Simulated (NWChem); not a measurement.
System: CH4OSi; SMILES [SiH3]C=O

Program: NWChem. The geometry was optimised at PBE0/def2-SVP. Ions are spin-unrestricted doublets at the neutral geometry; other ion states weren't tried.

Order these runs by computing time, cheapest first, and give rough ratios: PBE0/STO-3G; PBE0/def2-SVPD; PBE0/def2-TZVPP.

PBE0/STO-3G (1), PBE0/def2-SVPD (7), PBE0/def2-TZVPP (20). Ratios are rough, from one shared machine; the cheapest took around 4 core-seconds (rough). What differs between the cheapest and the dearest: vertical ionisation energy, ΔSCF (eV) 7.16 → 9.56; −ε(HOMO) (eV) 3.87 → 7.19; ΔSCF minus −ε(HOMO) (eV) 3.29 → 2.37.
